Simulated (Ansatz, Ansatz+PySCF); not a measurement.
```xyz
6

Li    2.6000    0.0000    0.0000
Li    1.3000    2.2517    0.0000
Li   -1.3000    2.2517    0.0000
Li   -2.6000    0.0000    0.0000
Li   -1.3000   -2.2517    0.0000
Li    1.3000   -2.2517    0.0000
```

Basis set: 6-31G (spherical functions). All electrons are correlated. Charge 0, multiplicity 1.

Computed with Ansatz (development build ahead of 0.2.0); each method stands on the lowest determinant of its kind that the runs found. Restricted open shells among the atoms or ions are ROHF, correlated in semicanonical orbitals with singles.

Give the atomization energy at this shape (free ground-state atoms in the same class of orbitals less the molecule, no zero-point energy) of singlet Li₆ by RHF-MP2, RHF.

```
 method  atomization energy
RHF-MP2        162.1 kJ/mol
    RHF        -36.4 kJ/mol
```

Caution: the shape is not the minimum.

This basis has no polarisation functions and is too small for such energies, which can lie far from measured ones in either direction.
